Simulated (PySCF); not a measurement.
# An excited-state table with gaps

Species: C4H12GeN2.
SMILES: `C/N=C/C[N](C)[GeH3]`

The calculation used TDDFT CAM-B3LYP/def2-SVPD, vertical, gas phase, core orbitals frozen in the response (PySCF 2.14.0, density-fitted response routines). One conformer (not necessarily the lowest) at the PBE0-D3(BJ)/def2-SVP geometry, without solvent, vibrations or thermal averaging. Relativistic effects, spin–orbit coupling among them, are left out although an element past zinc is present. Torsions of this conformer, `[CH3:1]/[N:2]=[CH:3]/[CH2:4][N:5]([CH3:6])[GeH3:7]`: N2–C3–C4–N5 -15°, C3–C4–N5–C6 -78°.

Lowest singlets, with some entries withheld (?).

```json
{"state": "S1", "E (eV)": "?", "f": "0.0003", "main configurations (H = HOMO, L = LUMO)": "?"}
{"state": "S2", "E (eV)": "5.48", "f": "0.0002", "main configurations (H = HOMO, L = LUMO)": "H-1→L (60%), H→L (35%)"}
{"state": "S3", "E (eV)": "5.76", "f": "0.0046", "main configurations (H = HOMO, L = LUMO)": "?"}
{"state": "S4", "E (eV)": "6.10", "f": "?", "main configurations (H = HOMO, L = LUMO)": "H→L+2 (45%), H→L+1 (36%)"}
{"state": "S5", "E (eV)": "6.74", "f": "?", "main configurations (H = HOMO, L = LUMO)": "?"}
{"state": "S6", "E (eV)": "?", "f": "?", "main configurations (H = HOMO, L = LUMO)": "H→L+5 (77%)"}
```

What stands in place of each question mark?

- S1: E = 5.06 eV; H→L (61%), H-1→L (32%)
- S3: H→L+1 (54%), H→L+2 (28%), H→L+3 (13%)
- S4: f = 0.030
- S5: f = 0.033; H→L+4 (67%), H→L+6 (13%), H→L+2 (10%)
- S6: E = 6.77 eV; f = 0.0023

How far apart are S1 and S2, in eV and cm⁻¹?

5.477 − 5.057 = 0.420 eV, or about 3390 cm⁻¹.

Which level carries the most intensity, and what share of the listed sum of f?

S5, with f = 0.033 of 0.071, 47%.

What is the mean static polarisability from the same response equations?

97.0 au (14.38 Å³), with principal values 86.1, 100.1 and 104.8 au.
